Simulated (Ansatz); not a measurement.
Ansatz (an electronic-structure program) input (wB97X-V/def2-TZVP):

Ansatz 0.2 input:
```yaml
crystal:
  periodic: [false, false, false]
  atoms:
    - {symbol: B, position_ang: [-0.00000000, -0.00000000, -1.95743526]}
    - {symbol: I, position_ang: [0.00000000, 0.00000000, 0.18466370]}
basis:
  gaussian:
    orbitals: def2-TZVP
hamiltonian:
  xc: {name: wB97X-V}
relax: {f_tol: 0.003, max_steps: 100}
```

End of the output:

```
138 factors; integrals over basis functions are off by at most 2.7e-5 eV
mean field: 0.26 GiB planned
mean field evaluation 16: about -8774.2084 eV, gradient 2.0e0 eV
mean field -8774.39422484 eV, -322.4530402647 hartree, gradient 1.6e-5 eV, S^2 0.000000; 0 other end points of the search recorded, 0 dependent functions left out
the calculation of the forces begins
reference -8774.39422351 eV, -322.4530402159 hartree; 15, 15 occupied and 66, 66 virtual orbitals, 558 factors
relax step   2: F+E_penalty+E_count = -8774.39422484 eV  Δ(F+E_penalty+E_count) = -2.583e-3 eV  max|allowed force component| = 2.812e-2 eV/Å  Δτ_max = 0.0112 Å  (35 SCF iters, accepted)
these checks for a lower state are left out or cut short: starts, cluster_reference, orbital_swaps, neighbouring_geometries, increment
integrals: 0.02 GiB planned
558 factors; their error is unknown
integrals: 0.06 GiB planned
138 factors; integrals over basis functions are off by at most 2.7e-5 eV
mean field: 0.26 GiB planned
mean field -8774.39425484 eV, -322.4530413674 hartree, gradient 1.5e-5 eV, S^2 0.000000; 0 other end points of the search recorded, 0 dependent functions left out
the calculation of the forces begins
reference -8774.39425351 eV, -322.4530413186 hartree; 15, 15 occupied and 66, 66 virtual orbitals, 558 factors
relax step   3: F+E_penalty+E_count = -8774.39425484 eV  Δ(F+E_penalty+E_count) = -3.001e-5 eV  max|allowed force component| = 1.328e-4 eV/Å  Δτ_max = 0.0011 Å  (36 SCF iters, accepted)
integrals: 0.02 GiB planned
558 factors; their error is unknown
integrals: 0.06 GiB planned
138 factors; integrals over basis functions are off by at most 2.7e-5 eV
mean field: 0.26 GiB planned
mean field evaluation 32: about -8774.2103 eV, gradient 4.7e-1 eV
mean field -8774.39425484 eV, -322.4530413674 hartree, gradient 1.5e-5 eV, S^2 0.000000; 1 other end points of the search recorded, 0 dependent functions left out
the calculation of the forces begins
reference -8774.39425351 eV, -322.4530413186 hartree; 15, 15 occupied and 66, 66 virtual orbitals, 558 factors
Total energy: -8774.39425351 eV, -322.4530413186 hartree
Atom 0 at     0.000000    -0.000000    -1.947302 Å, force     0.000000     0.000000    -0.000133 eV/Å
Atom 1 at    -0.000000     0.000000     0.174530 Å, force     0.000000     0.000000     0.000133 eV/Å
Dipole moment:    -0.000000     0.000000     0.292567 e Å
```
